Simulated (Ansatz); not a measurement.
Ideal-gas functions of `C[B][GeH3]` radical at 800 K and 1 bar, from an Ansatz frequency run at PBE0-D4/def2-TZVP.

Molar mass 101.48 g/mol, point group C1 (symmetry number 1), electronic degeneracy 2, moments of inertia 12.864, 171.956, 175.557 u Å². Harmonic wavenumbers (cm⁻¹, unscaled): 57, 126, 177, 442, 471, 529, 606, 807, 857, 881, 889, 1109, 1303, 1391, 1442, 2083, 2139, 2140, 2988, 3060, 3108.

Use S(trans) = R[1.5 ln M + 2.5 ln T − 1.1517]; rotational temperatures θ = 24.2544 K / I; S(rot) = R[ln(√π/σ · √(T³/θAθBθC)) + 1.5]; for each mode x = 1.438777 ν̃/T, S = R[x/(eˣ − 1) − ln(1 − e⁻ˣ)] and H = RT x/(eˣ − 1); 1 cm⁻¹ = 0.0119627 kJ/mol; R = 8.31446 J/(mol·K).

**Question.** By hand: the entropy, in J/(mol·K).

**Answer.** Translation 187.0. Rotation: θ = 1.8854, 0.1411, 0.1382 K, giving 114.3. Vibration, mode by mode: 27.26, 20.68, 17.87, 10.44, 9.94, 9.04, 8.00, 5.91, 5.49, 5.31, 5.25, 3.83, 2.91, 2.57, 2.39, 0.95, 0.88, 0.88, 0.25, 0.22, 0.21, in all 140.2. Electronic 5.8. Sum 447.3 J/(mol·K).

**Question.** By hand: H − E and G − E in kJ/mol, counted from the electronic energy.

**Answer.** Zero-point energy ½ × 26605 × 0.0119627 = 159.1; thermal vibration 54.1; translation, rotation and pV give 4 RT = 26.6. H − E = 239.8 kJ/mol, and G − E = 239.8 − 800 × 447.3/1000 = -118.0 kJ/mol.

Vibration gives 31 % of the entropy, 47.9 J/(mol·K) of it from the modes under 150 cm⁻¹: soft modes count most, and the harmonic formula is weakest for them. The sum counts one conformer and one mirror image; others add a mixing term.
